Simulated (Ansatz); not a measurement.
Stepwise reaction of `C=C[Si](N)(N)N` with water, as a gas-phase model of exchange steps in deposition or etching. ΔE in kJ/mol.

Gas-phase electronic energies from Ansatz, PBE0-D4/def2-TZVP geometries. CCSD(T)/CBS adds triple-zeta CCSD(T) − MP2 to the extrapolated MP2 energy (def2 sets, frozen cores). This one scheme is used for every species. Functionals use def2-TZVPP. B3LYP here is the variant with VWN-RPA as its local correlation; programs differ in this. Each species was taken in one conformer, which may not be the lowest.

| step | reaction | PBE-D4 | B3LYP-D4 | ωB97M-V | CCSD(T)/CBS |
| --- | --- | --- | --- | --- | --- |
| 1 | `C=C[Si](N)(N)N` + H₂O → `C=C[Si](N)(N)O` + NH₃ | -47.8 | -51.1 | -50.7 | -47.8 |
| 2 | `C=C[Si](N)(N)O` + H₂O → `C=C[Si](N)(O)O` + NH₃ | -42.5 | -46.3 | -46.3 | -43.4 |

Give the row of step 3, `C=C[Si](N)(O)O` + H₂O → `C=C[Si](O)(O)O` + NH₃. (Best estimate.)

The calculation gave: 
```
step                                         reaction  PBE-D4  B3LYP-D4  ωB97M-V  CCSD(T)/CBS
   3  `C=C[Si](N)(O)O` + H₂O → `C=C[Si](O)(O)O` + NH₃   -46.8     -50.3    -50.0        -47.7
```

By hand: ΔE of the 3 steps together at CCSD(T)/CBS.

(-47.8) + (-43.4) + (-47.7) = -138.9 kJ/mol, or -46.3 kJ/mol a step.

In ΔE the steps differ by no more than 4.4 kJ/mol. All are downhill at CCSD(T)/CBS. PBE-D4 differs from CCSD(T)/CBS by 0.0 to 0.9 kJ/mol a step. Only this route is followed, and other bonds may react first. Isolated molecules leave out the surface, adducts and barriers. Largest T1 diagnostic: 0.012.
